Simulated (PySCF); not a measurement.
## Ionisation energy of Co³⁺ by level of theory

Co³⁺ [Ar] 3d6 [3d3/2^4 3d5/2^2, M_J = 4] → Co⁴⁺ [Ar] 3d5 [3d3/2^4 3d5/2^1, M_J = 5/2], as a difference of total energies. All numbers are calculated (PySCF 2.14, the two-component X2C-1e Hamiltonian, in x2c-QZVPPall-2c (11s9p5d4f2g, 109 functions)). Correlated levels: [Ne] frozen; the 8 highest virtual spinors dropped. "Screened" scales the spin-orbit matrix elements by Boettger's factors to mimic the two-electron term; Breit and QED terms are absent.

Q: Order these methods by the ionisation energy they give, lowest first.
A. GMP2 (spin-free)
B. GHF (spin-free)
C. GHF (screened spin-orbit)
D. GMP2 (screened spin-orbit)

A: B (49.241 eV), C (49.315 eV), A (51.259 eV), D (51.334 eV).

Errors of the correlated levels include the incompleteness of this basis and the frozen core.

The labels give the starting determinants; with spin-orbit coupling the two ends relaxed to ⟨J²⟩ = 20.01, ⟨L²⟩ = 6.01, ⟨S²⟩ = 6.00 and ⟨J²⟩ = 8.75, ⟨L²⟩ = 0.00, ⟨S²⟩ = 8.75.

For comparison: 51.27 ± 0.1 eV (semi-empirical (NIST evaluation); NIST Atomic Spectra Database, ionization energies).
